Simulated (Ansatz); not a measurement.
A geometry relaxed with Ansatz (a quantum-chemistry and plane-wave program) with PBE0-D4/def2-SVP, charge 0, multiplicity 1:

```xyz
24

H      0.7062     0.3848     2.1009
H     -3.1571    -2.1764    -0.5443
C      0.3878     1.1974     1.4223
C      1.0389    -0.4537    -1.1414
H      2.5175    -2.0628    -1.0074
S     -1.0772     1.9257    -1.4731
C      1.5303     2.1771     1.1753
C      1.7362    -1.5878    -0.3933
H      2.2222    -1.2309     0.5292
H      1.8670     2.6610     2.1056
H     -2.7067    -0.8154    -1.5991
H     -0.4479     1.7001     1.9414
Si    -0.3098     0.3964    -0.1363
C     -1.6899    -0.8031     0.3264
H      0.5858    -0.8264    -2.0762
H     -1.5897    -2.1723    -1.3736
H     -1.9915     2.3944    -0.5952
H      1.0286    -2.3802    -0.1004
H      2.4060     1.6750     0.7339
C     -2.3209    -1.5309    -0.8560
H      1.7693     0.3132    -1.4520
H      1.2251     2.9702     0.4747
H     -2.4550    -0.2324     0.8828
H     -1.2752    -1.5231     1.0558
```

### Question
Write the SMILES of this molecule.

### Answer
`CC[Si](S)(CC)CC`
